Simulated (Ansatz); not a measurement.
CH8ClNOSi2 (`CO[SiH2]N[SiH2]Cl`). Charge 0, multiplicity 1.

```xyz
14

C     0.161    1.761   -1.299
O     1.149    0.986   -0.657
Si    1.002    0.415    0.869
N    -0.387   -0.592    1.092
Si   -0.732   -2.060    0.288
Cl   -1.873   -1.788   -1.413
H    -0.072    2.667   -0.727
H     0.544    2.059   -2.276
H    -0.760    1.187   -1.445
H     0.841    1.526    1.845
H     2.242   -0.359    1.083
H    -1.140   -0.184    1.628
H     0.550   -2.657   -0.142
H    -1.524   -2.961    1.155
```

Task: Give the diagnostics of a CCSD(T)/def2-TZVPP run (frozen core, Ansatz). (Estimate.)

Result: Computed: T1 = 0.0108, largest single amplitude 0.017, largest double 0.015, (T) share of the correlation energy 3.7 %, 9 CCSD cycles. The RHF solution is stable towards an unrestricted one. T1 lies under the customary mark of 0.02 for closed shells.
